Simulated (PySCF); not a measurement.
Geometry (Å), atoms numbered from 1 in this order:
```xyz
23

C     2.804   -0.627    0.532
C     1.529   -0.740   -0.289
C     0.410    0.178    0.188
C    -0.139   -0.115    1.597
B    -1.574    0.516    1.604
C    -1.894    0.950    0.133
C    -0.835    0.241   -0.730
C    -1.336   -1.129   -1.178
H     3.195    0.403    0.524
H     3.595   -1.286    0.144
H     2.632   -0.903    1.584
H     1.754   -0.514   -1.347
H     1.176   -1.786   -0.272
H     0.822    1.206    0.214
H    -0.308   -1.207    1.729
H     0.524    0.170    2.429
H    -2.290    0.662    2.569
H    -1.679    2.042    0.169
H    -2.931    0.867   -0.228
H    -0.594    0.822   -1.637
H    -2.261   -1.028   -1.766
H    -0.600   -1.651   -1.807
H    -1.566   -1.784   -0.320
```

Geometry: PBE0-D3(BJ)/def2-SVP; GIAO shifts from PySCF 2.14, gas phase, non-relativistic, averaged over equivalent atoms.

At wB97X-D/pcSseg-1 (211 basis functions, 76 s wall time on 1 thread of an Intel Xeon, shared host):
```
      atoms  δ (ppm)
         C3     46.3
         C6     42.8
         C7     39.5
         C4     31.9
         C2     28.9
         C8     17.4
         C1     15.7
         B5     89.9
        H17     7.71
        H20     2.05
        H16     1.87
        H19     1.77
        H12     1.48
        H14     1.38
 H9/H10/H11     1.05
        H13     1.03
        H18     0.85
H21/H22/H23     0.62
        H15     0.42
```

δ = σ(ref) − σ, references computed at the same level: 13C (184.54 ppm), 1H (31.38 ppm) vs TMS; 11B (101.61 ppm) vs BF3·OEt2.

Task: What do these become at PBE0/pcSseg-1?

Result: 
```csv
atoms,δ at PBE0/pcSseg-1,change
C3,47.0,+0.7
C6,45.0,+2.2
C7,40.4,+0.9
C4,33.4,+1.5
C2,29.3,+0.4
C8,17.1,-0.3
C1,15.6,-0.1
B5,94.0,+4.1
H17,7.97,+0.26
H20,2.14,+0.09
H16,1.98,+0.11
H19,1.89,+0.12
H12,1.55,+0.07
H14,1.46,+0.08
H9/H10/H11,1.05,+0.00
H13,1.07,+0.04
H18,0.95,+0.10
H21/H22/H23,0.61,-0.01
H15,0.49,+0.07
```

Referencing at the same level of theory: 13C (184.41 ppm), 1H (31.27 ppm) against TMS; 11B (100.73 ppm) against BF3·OEt2.

The largest change is at B5 (boron bonded to 2 C, H, in a 5-membered ring). Cost: 211 basis functions, 72 s wall time on 1 thread of an Intel Xeon, shared host. The order of the carbon signals is the same at both levels.

A carbon bonded to boron is broadened by the quadrupolar boron nucleus and is often missing from a measured spectrum.
